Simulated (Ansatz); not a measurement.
Consider the cleavage of the Si–Si bond: `N[SiH]([AlH2])[SiH3]` + `O[SiH3]` → `[SiH3]O[SiH3]` + `N[SiH2][AlH2]`.

Isolated molecules relaxed with PBE0-D4/def2-TZVP in Ansatz; ΔE leaves out vibrations. CBS: MP2 limit from def2 TZ/QZ plus the TZ coupled-cluster correction, frozen cores. DFT in def2-TZVPP. B3LYP here is the variant with VWN-RPA as its local correlation; programs differ in this. One conformer a species, not always the lowest.

`N[SiH]([AlH2])[SiH3]`:

```xyz
12

N    -1.042   -0.878    1.489
Si    0.117   -0.637    0.210
Al   -0.682   -0.637   -2.125
Si    1.214    1.396    0.615
H    -1.533   -1.759    1.524
H    -1.686   -0.126    1.685
H     1.154   -1.706    0.349
H     0.347   -0.578   -3.340
H    -2.240   -0.663   -2.462
H     1.921    1.421    1.925
H     0.230    2.517    0.602
H     2.200    1.650   -0.471
```

`O[SiH3]`:

Z-matrix (Å, degrees):
```
Si
O 1 1.648
H 1 1.489 2 111.7
H 1 1.489 2 111.7 3 120.9
H 1 1.481 2 105.9 3 -119.6
H 2 0.957 1 117.9 3 -60.5
```

`[SiH3]O[SiH3]`:

```xyz
9

Si    0.749   -0.391    1.322
O     0.406   -0.122   -0.252
Si   -0.687    0.372   -1.361
H     0.635    0.874    2.095
H     2.136   -0.906    1.414
H    -0.193   -1.391    1.890
H    -0.067    0.266   -2.703
H    -1.079    1.782   -1.102
H    -1.900   -0.485   -1.303
```

`N[SiH2][AlH2]`:

Cartesian coordinates in Å:
```
N -0.386 -0.789 -1.427
Si 0.189 -0.746 0.205
Al 0.276 1.586 0.975
H -1.125 -0.163 -1.705
H -0.465 -1.669 -1.913
H 1.543 -1.376 0.223
H -0.613 -1.564 1.177
H 1.099 1.997 2.273
H -0.518 2.724 0.192
```

(1) Is it downhill or uphill in electronic energy at CCSD(T)/CBS, and by how much? (Estimate.)

(2) What do these levels give: PBE-D4, PBE0-D4, B3LYP-D4, PBE0, HF/def2-TZVPP, SCS-MP2/def2-TZVPP, CCSD(T)/def2-TZVPP, HF/def2-QZVPP, SCS-MP2/def2-QZVPP, HF/CBS(def2), MP2/CBS(def2), CCSD/CBS(def2)? (Best estimate.)

Largest T1 diagnostic among the species: 0.013.

Answers

(1) Ansatz gave: Downhill: ΔE = -104.5 kJ/mol.

(2) Ansatz gave: PBE-D4 -74.7, PBE0-D4 -85.3, B3LYP-D4 -104.6, PBE0 -87.3, HF/def2-TZVPP -139.3, SCS-MP2/def2-TZVPP -118.2, CCSD(T)/def2-TZVPP -104.9, HF/def2-QZVPP -141.9, SCS-MP2/def2-QZVPP -118.8, HF/CBS(def2) -142.3, MP2/CBS(def2) -111.0, CCSD/CBS(def2) -110.0 kJ/mol.

In def2-TZVPP, CCSD(T) changes the Hartree–Fock value by +34.4 kJ/mol (the triples alone add +5.5 kJ/mol) and MP2 by +27.9 kJ/mol. The D4 term adds +3.1 kJ/mol with B3LYP and +1.9 kJ/mol with PBE0; it sums over pairs of atoms, weighted by their polarisabilities, and B3LYP, whose exchange is more repulsive, gets the larger term. From PBE to PBE0 (25 % exact exchange), in def2-TZVPP and without D4, ΔE moves by −10.6 kJ/mol.
